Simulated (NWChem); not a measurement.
Everything below was run with NWChem. System: F2S, charge 0, spin multiplicity 1, displaced from the optimised geometry. Level: CCSD(T)/cc-pVDZ, 7 core orbitals frozen, spin-restricted.

Part of the output:

```
             Northwest Computational Chemistry Package (NWChem) 7.3.0
             --------------------------------------------------------

                                NWChem Input Module
                                -------------------

 Scaling coordinates for geometry "geometry" by  1.889725989
 (inverse scale =  0.529177249)

                             Geometry "geometry" -> ""
                             -------------------------

 Output coordinates in angstroms (scale by  1.889725989 to convert to a.u.)

  No.       Tag          Charge          X              Y              Z
 ---- ---------------- ---------- -------------- -------------- --------------
    1 F                    9.0000     1.22754200     0.00000000    -0.49155400
    2 S                   16.0000     0.00000000     0.00000000     0.55299800
    3 F                    9.0000    -1.84131300     0.00000000    -1.01383100

 Effective nuclear repulsion energy (a.u.)      92.5639556117

            Nuclear Dipole moment (a.u.)
            ----------------------------
        X                 Y               Z
 ---------------- ---------------- ----------------
   -10.4387310876     0.0000000000    -8.8826513401


 Summary of "ao basis" -> "" (spherical)
 ------------------------------------------------------------------------------
       Tag                 Description            Shells   Functions and Types
 ---------------- ------------------------------  ------  ---------------------
 *                          cc-pvdz                   on all atoms

 Summary of "ao basis" -> "ao basis" (spherical)
 ------------------------------------------------------------------------------
       Tag                 Description            Shells   Functions and Types
 ---------------- ------------------------------  ------  ---------------------
 F                          cc-pvdz                  6       14   3s2p1d
 S                          cc-pvdz                  8       18   4s3p1d

                                 NWChem SCF Module
                                 -----------------

  ao basis        = "ao basis"
  functions       =    46
  atoms           =     3
  closed shells   =    17
  open shells     =     0
  charge          =   0.00
  wavefunction    = RHF
  use symmetry    = F
  symmetry adapt  = F

 Summary of "ao basis" -> "ao basis" (spherical)
 ------------------------------------------------------------------------------
       Tag                 Description            Shells   Functions and Types
 ---------------- ------------------------------  ------  ---------------------
 F                          cc-pvdz                  6       14   3s2p1d
 S                          cc-pvdz                  8       18   4s3p1d

 Forming initial guess at       0.1s

      Superposition of Atomic Density Guess
      -------------------------------------

 Sum of atomic energies:        -596.24530421

      Non-variational initial energy
      ------------------------------

 Total energy =    -595.899958
 1-e energy   =   -1012.790252
 2-e energy   =     324.326339
 HOMO         =      -0.245586
 LUMO         =      -0.213021

 Starting SCF solution at       1.2s

 ----------------------------------------------
         Quadratically convergent ROHF

 Convergence threshold     :          1.000E-07
 Maximum no. of iterations :          100
 Final Fock-matrix accuracy:          1.000E-09
 ----------------------------------------------

              iter       energy          gnorm     gmax       time
             ----- ------------------- --------- --------- --------
                 1     -596.0356851754  1.50D+00  4.91D-01      1.2
                 2     -596.1732632930  5.34D-01  1.64D-01      1.2
                 3     -596.1944904091  2.14D-01  6.79D-02      1.2
                 4     -596.1981805990  1.17D-02  4.94D-03      1.3
                 5     -596.1982088611  1.23D-04  3.14D-05      1.3
                 6     -596.1982088635  1.03D-08  3.00D-09      1.4

       Final RHF  results
       ------------------

         Total SCF energy =   -596.198208863468
      One-electron energy =  -1011.492497836077
      Two-electron energy =    322.730333360885
[...]
   4     -0.5586641758 -5.210D-03  7.455D-03     2.58     0.00     2.51
   5     -0.5601106436 -1.446D-03  5.979D-03     2.70     0.00     2.64
   6     -0.5600301708  8.047D-05  2.250D-03     2.70     0.00     2.62
   7     -0.5600796855 -4.951D-05  4.946D-04     2.68     0.00     2.60
   8     -0.5600719507  7.735D-06  9.014D-04     2.67     0.00     2.60
   9     -0.5600538535  1.810D-05  3.737D-04     2.77     0.00     2.69
  10     -0.5600687996 -1.495D-05  2.595D-04     2.81     0.00     2.73
  11     -0.5600578643  1.094D-05  2.011D-04     2.81     0.00     2.73
  12     -0.5600622305 -4.366D-06  1.497D-04     2.81     0.00     2.73
  13     -0.5600583471  3.883D-06  4.347D-05     2.77     0.00     2.69
  14     -0.5600615099 -3.163D-06  4.454D-05     2.68     0.00     2.60
  15     -0.5600606894  8.206D-07  5.013D-05     2.73     0.00     2.65
  16     -0.5600619144 -1.225D-06  5.035D-05     2.72     0.00     2.65
  17     -0.5600617841  1.302D-07  1.503D-05     2.77     0.00     2.70
  18     -0.5600628430 -1.059D-06  9.043D-06     2.68     0.00     2.61
  19     -0.5600621243  7.188D-07  1.260D-05     2.70     0.00     2.63
  20     -0.5600623866 -2.623D-07  2.684D-06     2.63     0.00     2.56
  21     -0.5600622665  1.201D-07  1.393D-06     2.50     0.00     2.44
  22     -0.5600622995 -3.307D-08  4.734D-07     2.47     0.00     2.40
                  *************converged*************
-------------------------------------------------------------------------

 -----------
 CCSD Energy
 -----------
 Reference energy:            -596.198208863468153
 CCSD corr. energy:             -0.560062299521309
 Total CCSD energy:           -596.758271162989445

 --------------------------------
 Spin Component Scaled (SCS) CCSD
 --------------------------------
 Same spin contribution:                 -0.116718609980374
 Same spin scaling factor:                1.130000000000000
 Opposite spin contribution:             -0.443343689540935
 Opposite spin scaling fact.:             1.270000000000000
 SCS-CCSD correlation energy:            -0.694938514994810
 Total SCS-CCSD energy:                -596.893147378462913
 memory            104852252

*********triples calculation*********

nkpass=    1; nvpass=    1; memdrv=          58290; memtrn=         656083; memavail=      104851948
 memory available/node                      104851948
 total number of virtual orbitals        29
 number of virtuals per integral pass    29
 number of integral evaluations           1
 number of occupied per triples pass     10
 number of triples passes                 1

 commencing integral evaluation        1 at          62.15
  symmetry use  F
task         2 out of       210 done   0%  at       0.0 secs
task        11 out of       210 done   5%  at       0.1 secs
task        21 out of       210 done  10%  at       0.5 secs
task        32 out of       210 done  15%  at       0.7 secs
task        42 out of       210 done  20%  at       0.9 secs
task        53 out of       210 done  25%  at       1.0 secs
task        63 out of       210 done  30%  at       1.1 secs
task        74 out of       210 done  35%  at       1.4 secs
task        84 out of       210 done  40%  at       1.6 secs
task        95 out of       210 done  45%  at       2.0 secs
task       105 out of       210 done  50%  at       2.3 secs
task       116 out of       210 done  55%  at       2.5 secs
task       126 out of       210 done  60%  at       2.7 secs
task       137 out of       210 done  65%  at       2.9 secs
task       147 out of       210 done  70%  at       3.1 secs
task       158 out of       210 done  75%  at       3.2 secs
task       168 out of       210 done  80%  at       3.4 secs
task       179 out of       210 done  85%  at       3.6 secs
task       189 out of       210 done  90%  at       3.6 secs
task       200 out of       210 done  95%  at       3.7 secs
task       210 out of       210 done 100%  at       3.7 secs
 commencing triples evaluation - blocking       1
 ccsd(t): done        1 out of       29 progress:    3.4%
 ccsd(t): done        2 out of       29 progress:    6.9%
 ccsd(t): done        3 out of       29 progress:   10.3%
 ccsd(t): done        4 out of       29 progress:   13.8%
 ccsd(t): done        5 out of       29 progress:   17.2%
 ccsd(t): done        6 out of       29 progress:   20.7%
 ccsd(t): done        7 out of       29 progress:   24.1%
 ccsd(t): done        8 out of       29 progress:   27.6%
 ccsd(t): done        9 out of       29 progress:   31.0%
 ccsd(t): done       10 out of       29 progress:   34.5%
 ccsd(t): done       11 out of       29 progress:   37.9%
 ccsd(t): done       12 out of       29 progress:   41.4%
 ccsd(t): done       13 out of       29 progress:   44.8%
 ccsd(t): done       14 out of       29 progress:   48.3%
 ccsd(t): done       15 out of       29 progress:   51.7%
 ccsd(t): done       16 out of       29 progress:   55.2%
 ccsd(t): done       17 out of       29 progress:   58.6%
 ccsd(t): done       18 out of       29 progress:   62.1%
 ccsd(t): done       19 out of       29 progress:   65.5%
 ccsd(t): done       20 out of       29 progress:   69.0%
 ccsd(t): done       21 out of       29 progress:   72.4%
 ccsd(t): done       22 out of       29 progress:   75.9%
 ccsd(t): done       23 out of       29 progress:   79.3%
 ccsd(t): done       24 out of       29 progress:   82.8%
 ccsd(t): done       25 out of       29 progress:   86.2%
 ccsd(t): done       26 out of       29 progress:   89.7%
 ccsd(t): done       27 out of       29 progress:   93.1%
 ccsd(t): done       28 out of       29 progress:   96.6%
 ccsd(t): done       29 out of       29 progress:  100.0%
 Time for integral evaluation pass     1        3.74
 Time for triples evaluation pass      1        1.00

 pseudo-e(mp4)  -0.28357159500867E-01
 pseudo-e(mp5)   0.40065638105179E-02
        e(t)    -0.24350595690349E-01

 --------------
 CCSD(T) Energy
 --------------
 Reference energy:                    -596.198208863468153

 CCSD corr. energy:                     -0.560062299521309
 T(CCSD) corr. energy:                  -0.028357159500867
 Total CCSD+T(CCSD) energy:           -596.786628322490287

 CCSD corr. energy:                     -0.560062299521309
 (T) corr. energy:                      -0.024350595690349
 Total CCSD(T) energy:                -596.782621758679852

 routine      calls  cpu(0)   cpu-min  cpu-ave  cpu-max   i/o
 aoccsd          1     0.01     0.01     0.01     0.01    0.00
 iterdrv         1     0.03     0.03     0.03     0.03    0.00
 pampt          22     0.15     0.15     0.15     0.15    0.00
 t2pm           22     0.23     0.23     0.23     0.23    0.00
 sxy            22     0.44     0.44     0.44     0.44    0.00
 ints       945076    50.49    50.49    50.49    50.49    0.00
 t2eri        4620     4.78     4.78     4.78     4.78    0.00
 idx2         4620     0.90     0.90     0.90     0.90    0.00
 idx34          22     0.11     0.11     0.11     0.11    0.00
 ht2pm          22     0.26     0.26     0.26     0.26    0.00
 itm            22     0.99     0.99     0.99     0.99    0.00
 pdiis          22     0.03     0.03     0.03     0.03    0.00
 triples         1     0.00     0.00     0.00     0.00    0.00
 rdtrpo          1     0.01     0.01     0.01     0.01    0.00
 trpmos          1     3.74     3.74     3.74     3.74    0.00
 trpdrv          1     0.16     0.16     0.16     0.16    0.00
 dovvv       31900     0.31     0.31     0.31     0.31    0.00
 doooo       31900     0.14     0.14     0.14     0.14    0.00
 tengy       29000     0.34     0.34     0.34     0.34    0.00
 Total                63.13    63.13    63.13    63.13    0.00

 Task  times  cpu:       68.3s     wall:       68.3s

 Total times  cpu:       68.3s     wall:       68.3s
```

### Question
Write an NWChem input that would produce this output.

### Answer
One answer among several that fit: 
```
start mol
memory heap 100 mb stack 700 mb global 1900 mb
geometry units angstroms nocenter noautoz noautosym
  F      1.227542     0.000000    -0.491554
  S      0.000000     0.000000     0.552998
  F     -1.841313     0.000000    -1.013831
end
basis spherical
  * library cc-pvdz
end
scf
  rhf
  nopen 0
  maxiter 100
  thresh 1e-7
  semidirect memsize 60000000 filesize 0
end
ccsd
  freeze core 7
  maxiter 60
end
task ccsd(t) energy
```
